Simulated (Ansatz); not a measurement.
# Worked example: C2BrF5 + LiCl → C2ClF5 + LiBr

Species: C2BrF5 (bromopentafluoroethane) `FC(F)(F)C(F)(F)Br`, singlet; LiCl, singlet; C2ClF5 (chloropentafluoroethane) `FC(F)(F)C(F)(F)Cl`, singlet; LiBr, singlet. The partners trade Br for Cl: C–Br and Li–Cl bonds give way to C–Cl and Li–Br.

Shapes, held fixed at every level: PBE0-D4/def2-TZVP. Programs: Ansatz 0.2.0. The zero-point and thermal change to 298 K, harmonic and unscaled (PBE0-D4/def2-TZVP), is +0.7 kJ/mol.

At MP2/def2-TZVPP; 1 Eh = 2625.50 kJ/mol:

```
species   energy (Eh)
 C2BrF5  -3147.415179
   LiCl   -467.273460
 C2ClF5  -1034.427919
   LiBr  -2580.265859
```

Work out ΔH(298 K) of the reaction at this level.


1. Products less reactants: (-1034.427919) + (-2580.265859) − [(-3147.415179) + (-467.273460)] = -0.005139 Eh = -13.5 kJ/mol.
2. With the thermal change: -13.5 + (+0.7) = -12.8 kJ/mol.

Other levels give -18.5 (r2SCAN0-D4/def2-TZVPP) to -14.2 kJ/mol (B2PLYP/def2-TZVPP). No measured value is set beside it here. Relativity is left out for Br unless named. Correlated rows may include outer-core shells of Br, Li, which these sets cover unevenly.
